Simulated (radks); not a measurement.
Species: Tl3+. Configuration: [Xe] 4f14 5d(3/2: 3, 5/2: 6) 6s1 (not the ground configuration). Method: Dirac Kohn-Sham, relativistic LDA (MacDonald-Vosko exchange, VWN5 correlation), spin-unpolarised, spherical densities, finite nucleus; Fermi nuclear charge, rms radius 5.4759 fm; computed with a radial shooting solver on a logarithmic mesh with Libxc functionals.

Normalised radial functions P(r) = r R(r) (large component), r in bohr:

r	5p1/2	5p3/2	5d3/2
0.0008355	0.0092	0.0012	0.0000
0.001297	0.0144	0.0026	0.0000
0.002014	0.0231	0.0059	0.0001
0.003153	0.0383	0.0133	0.0004
0.004895	0.0642	0.0287	0.0010
0.007601	0.1078	0.0594	0.0029
0.0119	0.1772	0.1165	0.0088
0.01847	0.2648	0.2026	0.0248
0.02868	0.3275	0.2920	0.0652
0.04453	0.2542	0.2882	0.1504
0.0697	-0.0712	0.0425	0.2789
0.1082	-0.4379	-0.3546	0.3331
0.168	-0.2175	-0.3187	0.0914
0.263	0.5619	0.4117	-0.3911
0.4084	0.3574	0.4932	-0.3897
0.6341	-0.8715	-0.6242	0.3685
0.9846	-1.1442	-1.1530	0.9673
1.541	-0.4457	-0.5648	0.7699
2.393	-0.0578	-0.0967	0.2894
3.715	-0.0017	-0.0042	0.0431
5.815	0.0000	0.0000	0.0015

5p1/2: eigenvalue -124.50 eV, 3 radial nodes at r = 0.0646, 0.191, 0.468 bohr, <r> = 0.938 bohr, 90 % of the charge inside 1.35 bohr. 5p3/2: eigenvalue -104.03 eV, 3 radial nodes at r = 0.0732, 0.209, 0.508 bohr, <r> = 1.03 bohr, 90 % of the charge inside 1.49 bohr. 5d3/2: eigenvalue -49.311 eV, 2 radial nodes at r = 0.184, 0.527 bohr, <r> = 1.29 bohr, 90 % of the charge inside 1.94 bohr.
